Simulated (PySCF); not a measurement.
HClF$_{2}$OSi (SMILES O[Si](F)(F)Cl), singlet, at a GFN2-xTB geometry; PySCF with CAMB3LYP/6-31G*, polarisability by finite fields.

PySCF was given this input:
```python
from pyscf import gto, scf, dft

mol = gto.Mole()
mol.atom = '''
    O     1.63775832   -0.46100503   -0.44317007
    Si    0.12050648   -0.26971536    0.02240933
    F    -0.06135595   -0.77015572    1.52532272
    F    -0.68454838   -1.33585848   -0.82739633
    Cl   -0.61542772    1.55335646   -0.17417586
    H     2.38625293    0.01112302   -0.08871797
'''
mol.basis = '6-31g*'
mol.verbose = 4
mol.build()

mf = dft.RKS(mol)
mf.xc = 'camb3lyp'
mf.conv_tol = 1e-6
mf.kernel()
h0, z, done = mf.get_hcore(), mol.intor('int1e_r')[2], []
def energy(F):
    f = mf.copy()
    f.scf_summary = {}
    f.get_hcore = lambda *a: h0 + F * z
    e = f.kernel(mf.make_rdm1())
    done.append(f.converged)
    return e
F = 0.001
alpha = -(energy(F) + energy(-F) - 2 * mf.e_tot) / F**2
print('alpha_zz =', alpha)
```

It wrote (shortened):

```
PySCF version 2.14.0

[INPUT] verbose = 4
[INPUT] num. atoms = 6
[INPUT] num. electrons = 58
[INPUT] charge = 0
[INPUT] spin (= nelec alpha-beta = 2S) = 0
[INPUT] symmetry False subgroup None
[INPUT] Mole.unit = angstrom
[INPUT] Symbol           X                Y                Z      unit          X                Y                Z       unit  Magmom
[...]
nuclear repulsion = 323.589296654278
number of shells = 36
number of NR pGTOs = 187
number of NR cGTOs = 80
basis = 6-31g*
ecp = {}

******** <class 'pyscf.dft.rks.RKS'> ********
method = RKS
initial guess = minao
damping factor = 0
level_shift factor = 0
DIIS = <class 'pyscf.scf.diis.CDIIS'>
diis_start_cycle = 1
diis_space = 8
diis_damp = 0
SCF conv_tol = 1e-06
SCF conv_tol_grad = None
SCF max_cycles = 50
direct_scf = True
direct_scf_tol = 1e-13
XC library pyscf.dft.libxc version 7.1.2
    S. Lehtola, C. Steigemann, M. J. T. Oliveira, and M. A. L. Marques,  SoftwareX 7, 1–5 (2018)
XC functionals = camb3lyp
    T. Yanai, D. P. Tew, and N. C. Handy,  Chem. Phys. Lett. 393, 51 (2004)
radial grids:
    Treutler-Ahlrichs [JCP 102, 346 (1995); DOI:10.1063/1.469408] (M4) radial grids

becke partition: Becke, JCP 88, 2547 (1988); DOI:10.1063/1.454033
pruning grids: <function nwchem_prune>
grids dens level: 3
symmetrized grids: False
atomic radii adjust function: <function treutler_atomic_radii_adjust>
small_rho_cutoff = 0
Set gradient conv threshold to 0.001
Initial guess from minao.
tot grids = 90480
init E= -1025.88608138308
[...]
cycle= 1 E= -1025.16086513742  delta_E= 0.725  |g|= 0.968  |ddm|= 2.43
[...]
cycle= 2 E= -1025.10851626236  delta_E= 0.0523  |g|= 1.16  |ddm|= 1.37
[...]
cycle= 3 E= -1025.32902951209  delta_E= -0.221  |g|= 0.0441  |ddm|= 0.707
[...]
cycle= 4 E= -1025.32946153444  delta_E= -0.000432  |g|= 0.0166  |ddm|= 0.0658
[...]
cycle= 5 E= -1025.3295354121  delta_E= -7.39e-05  |g|= 0.00334  |ddm|= 0.0233
[...]
cycle= 6 E= -1025.32953756888  delta_E= -2.16e-06  |g|= 0.00169  |ddm|= 0.00367
[...]
cycle= 7 E= -1025.32953803291  delta_E= -4.64e-07  |g|= 0.000252  |ddm|= 0.00117
[...]
Extra cycle  E= -1025.32953803866  delta_E= -5.75e-09  |g|= 0.000253  |ddm|= 0.000456
converged SCF energy = -1025.32953803866

******** <class 'pyscf.dft.rks.RKS'> ********
method = RKS
initial guess = minao
damping factor = 0
level_shift factor = 0
DIIS = <class 'pyscf.scf.diis.CDIIS'>
diis_start_cycle = 1
diis_space = 8
diis_damp = 0
SCF conv_tol = 1e-06
SCF conv_tol_grad = None
SCF max_cycles = 50
[...]
    T. Yanai, D. P. Tew, and N. C. Handy,  Chem. Phys. Lett. 393, 51 (2004)
radial grids:
    Treutler-Ahlrichs [JCP 102, 346 (1995); DOI:10.1063/1.469408] (M4) radial grids

becke partition: Becke, JCP 88, 2547 (1988); DOI:10.1063/1.454033
pruning grids: <function nwchem_prune>
grids dens level: 3
symmetrized grids: False
atomic radii adjust function: <function treutler_atomic_radii_adjust>
small_rho_cutoff = 0
Overwritten attributes  get_hcore  of <class 'pyscf.dft.rks.RKS'>
Set gradient conv threshold to 0.001
init E= -1025.32967981742
[...]
cycle= 1 E= -1025.32968950241  delta_E= -9.68e-06  |g|= 0.00332  |ddm|= 0.0117
[...]
cycle= 2 E= -1025.32968926315  delta_E= 2.39e-07  |g|= 0.00375  |ddm|= 0.00432
[...]
cycle= 3 E= -1025.32969147722  delta_E= -2.21e-06  |g|= 0.000333  |ddm|= 0.00222
[...]
cycle= 4 E= -1025.32969149882  delta_E= -2.16e-08  |g|= 3.37e-05  |ddm|= 0.000259
[...]
Extra cycle  E= -1025.32969149935  delta_E= -5.31e-10  |g|= 2.18e-05  |ddm|= 0.0001
converged SCF energy = -1025.32969149935

******** <class 'pyscf.dft.rks.RKS'> ********
method = RKS
initial guess = minao
damping factor = 0
level_shift factor = 0
DIIS = <class 'pyscf.scf.diis.CDIIS'>
diis_start_cycle = 1
diis_space = 8
diis_damp = 0
SCF conv_tol = 1e-06
SCF conv_tol_grad = None
SCF max_cycles = 50
direct_scf = True
direct_scf_tol = 1e-13
XC library pyscf.dft.libxc version 7.1.2
    S. Lehtola, C. Steigemann, M. J. T. Oliveira, and M. A. L. Marques,  SoftwareX 7, 1–5 (2018)
XC functionals = camb3lyp
    T. Yanai, D. P. Tew, and N. C. Handy,  Chem. Phys. Lett. 393, 51 (2004)
radial grids:
    Treutler-Ahlrichs [JCP 102, 346 (1995); DOI:10.1063/1.469408] (M4) radial grids

becke partition: Becke, JCP 88, 2547 (1988); DOI:10.1063/1.454033
pruning grids: <function nwchem_prune>
grids dens level: 3
symmetrized grids: False
atomic radii adjust function: <function treutler_atomic_radii_adjust>
small_rho_cutoff = 0
Set gradient conv threshold to 0.001
init E= -1025.3293962599
[...]
cycle= 1 E= -1025.3294061333  delta_E= -9.87e-06  |g|= 0.00286  |ddm|= 0.0115
[...]
cycle= 2 E= -1025.3294061725  delta_E= -3.92e-08  |g|= 0.00308  |ddm|= 0.00372
[...]
cycle= 3 E= -1025.3294076522  delta_E= -1.48e-06  |g|= 0.000353  |ddm|= 0.00186
[...]
cycle= 4 E= -1025.32940767525  delta_E= -2.3e-08  |g|= 3.1e-05  |ddm|= 0.000257
[...]
Extra cycle  E= -1025.32940767577  delta_E= -5.17e-10  |g|= 1.85e-05  |ddm|= 9.62e-05
converged SCF energy = -1025.32940767577
alpha_zz = 23.09780620635138
```
